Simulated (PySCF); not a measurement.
Several orderings of computed values.

Species are written as SMILES; each is one conformer at its optimised geometry, gas phase, non-relativistic unless stated; the electronic structure was computed with PySCF and density fitting.

The conformers computed, where there is a choice (atom-mapped SMILES and torsion angles):
- `[CH3:1][C@@H:2]([F:3])/[CH:4]=[CH:5]\[C@@H:6]([F:7])[CH:8]([F:9])[F:10]`: C1–C2–C4–C5 -163°, C4–C5–C6–F7 155°, C5–C6–C8–F9 81°
- `[CH2:1]=[CH:2][CH2:3][C:4]1=[CH:5][Si@@H:6]([NH:7][SiH3:8])[CH:9]=[CH:10]1`: C1–C2–C3–C4 -114°, C2–C3–C4–C5 -108°, C5–Si6–N7–Si8 -172°
- `[CH2:1]=[C:2]([CH2:3][Cl:4])[C@@H:5]([SiH3:6])[C:7]([F:8])([F:9])[F:10]`: C1–C2–C3–Cl4 -109°, C1–C2–C5–Si6 107°, C2–C5–C7–F8 166°
- `[CH3:1][S:2][CH2:3][S:4][SiH2:5][SiH2:6][SiH3:7]`: C1–S2–C3–S4 -64°, S2–C3–S4–Si5 -73°, C3–S4–Si5–Si6 167°, S4–Si5–Si6–Si7 42°
- `[CH:1]#[C:2][CH2:3][C@@:4]([CH3:5])([C:6]#[CH:7])[N:8]([SiH3:9])[SiH3:10]`: C2–C3–C4–C5 -179°, C3–C4–N8–Si9 44°
- `[CH3:1]/[CH:2]=[C:3](/[CH2:4][Cl:5])[SiH2:6][C:7]([F:8])([F:9])[F:10]`: C2–C3–C4–Cl5 113°, C2–C3–Si6–C7 72°, C3–Si6–C7–F8 55°
- `[F:1][SiH2:2][C@:3]1([CH:4]([F:5])[F:6])[CH2:7][C@@H:8]([Cl:9])[CH2:10]1`: F1–Si2–C3–C4 173°, Si2–C3–C4–F5 170°
- `[CH3:1][CH2:2][C@:3]([SiH3:4])([Cl:5])[C:6]([F:7])=[C:8]([F:9])[F:10]`: C1–C2–C3–Si4 -64°, C2–C3–C6–F7 -127°
- `[CH3:1][SiH2:2][NH:3][CH:4]([CH3:5])[CH3:6]`: C1–Si2–N3–C4 -49°, Si2–N3–C4–C5 -85°
- `[CH2:1]=[CH:2][CH:3][O:4][SiH2:5][NH2:6]`: C1–C2–C3–O4 -1°, C2–C3–O4–Si5 170°, C3–O4–Si5–N6 -59°, H–N6–Si5–O4 -42°, H–N6–Si5–O4 179°

The conformers of `FC(F)(F)[Si@@H]1CC[C@H](Cl)C1`, `FC(F)[C@H]1C[C@@H](F)[C@@H](F)C1` and `O=C[C@@H]1CCO[C@H](CF)O1` aren't listed.

(1) Rank by HOMO–LUMO gap, lowest first (PBE0/pcSseg-1 at GFN2-xTB geometries).
A. `C([C@H](F)/C=C\[C@H](F)C)(F)F`
B. `FC(F)(F)[Si@@H]1CC[C@H](Cl)C1`
C. `C=CCC1=C[Si@@H](N[SiH3])C=C1`
D. `C=C(CCl)[C@@H]([SiH3])C(F)(F)F`
E. `O=C[C@@H]1CCO[C@H](CF)O1`
F. `FC(F)[C@H]1C[C@@H](F)[C@@H](F)C1`

(2) Give the two extremes of that set in kcal/mol.

(3) Rank by HOMO energy, highest first (PBE0/pcSseg-1 at GFN2-xTB geometries).
A. `CC[C@]([SiH3])(Cl)C(F)=C(F)F`
B. `O=C[C@@H]1CCO[C@H](CF)O1`
C. `F[SiH2][C@]1(C(F)F)C[C@@H](Cl)C1`
D. `[Si@H]1(CC[C@@H](C1)Cl)C(F)(F)F`
E. `[SiH2]([SiH2][SiH3])SCSC`
F. `C/C=C(/CCl)[SiH2]C(F)(F)F`
G. `C[C@@H](F)/C=C\[C@@H](F)C(F)F`
H. `C#CC[C@@](C)(C#C)N([SiH3])[SiH3]`

(4) By how much do the two ends of that ranking differ?

(5) Rank by smallest rotational constant, highest first (GFN2-xTB).
A. `[SiH3]N([SiH3])[C@](C#C)(CC#C)C`
B. `C[SiH2]NC(C)C`
C. `C=C[CH]O[SiH2]N` [radical]
D. `CSCS[SiH2][SiH2][SiH3]`
E. `F[SiH2][C@]1(C(F)F)C[C@@H](Cl)C1`
F. `C[C@@H](F)/C=C\[C@@H](F)C(F)F`

(6) Give the two extremes of that set in cm⁻¹.

(7) Rank by dipole moment, lowest first (PBE0/pcSseg-1 at GFN2-xTB geometries).
A. `CC[C@]([SiH3])(Cl)C(F)=C(F)F`
B. `C[C@@H](F)/C=C\[C@@H](F)C(F)F`
C. `F[SiH2][C@]1(C(F)F)C[C@@H](Cl)C1`
D. `C#CC[C@@](C)(C#C)N([SiH3])[SiH3]`
E. `CSCS[SiH2][SiH2][SiH3]`

Answers

(1) C (5.00 eV), E (6.62 eV), D (7.08 eV), A (7.36 eV), B (8.99 eV), F (9.87 eV).

(2) `C=CCC1=C[Si@@H](N[SiH3])C=C1`: 115 kcal/mol; `FC(F)[C@H]1C[C@@H](F)[C@@H](F)C1`: 228 kcal/mol.

(3) E (-6.48 eV), H (-6.93 eV), A (-7.50 eV), B (-7.75 eV), F (-7.90 eV), G (-8.01 eV), C (-8.37 eV), D (-8.59 eV).

(4) By 2.11 eV, between `CSCS[SiH2][SiH2][SiH3]` and `FC(F)(F)[Si@@H]1CC[C@H](Cl)C1`.

(5) B (1.414 GHz), C (1.273 GHz), A (0.794 GHz), F (0.728 GHz), E (0.497 GHz), D (0.387 GHz).

(6) `CSCS[SiH2][SiH2][SiH3]`: 0.0129 cm⁻¹; `C[SiH2]NC(C)C`: 0.0472 cm⁻¹.

(7) E (0.43 D), D (1.06 D), B (1.67 D), A (2.24 D), C (2.48 D).
